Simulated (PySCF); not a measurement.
A GIAO shielding run with PySCF 2.14.0 with density-fitted response routines (density fitting, non-relativistic, gas phase) on SMILES C[C@H](SC[SiH3])C(F)F, C₄H₁₀F₂SSi:

```
$ OMP_NUM_THREADS=1 python probes_run.py task.json out

{"job": {"kind": "nmr", "xc": "PBE0", "basis": "pcSseg-1"}, "charge": 0, "multiplicity": 1}
C     -1.751785     0.833442     0.862068
C     -1.143828    -0.558929     0.839565
S      0.689242    -0.563438     0.956625
C      1.215115     0.253420    -0.579212
Si     3.077090     0.658557    -0.473721
C     -1.606072    -1.371522    -0.364078
F     -1.566341    -0.657912    -1.513945
F     -2.903749    -1.740085    -0.206722
H     -2.836991     0.755483     0.896875
H     -1.404602     1.373065     1.739332
H     -1.477881     1.391146    -0.031175
H     -1.443929    -1.118764     1.730021
H      0.632048     1.163665    -0.692675
H      0.995546    -0.409847    -1.413082
H      3.278060     1.604569     0.621311
H      3.433940     1.258666    -1.759856
H      3.819018    -0.578008    -0.243704
H     -1.013638    -2.287188    -0.512581
```

Hardware: 1 thread of an AMD EPYC 7R43 64-Core, shared host. The job also computes population analyses, field gradients.

(1) How large is the calculation?

(2) How long does it take, and how much memory does it need?

## Answers

(1) 82 electrons, 200 basis functions and 1084 auxiliary functions.

(2) 45 s of wall time, with 14 SCF cycles and 5 response iterations; peak memory 0.92 GiB. Times on a shared host scatter by some tens of per cent.
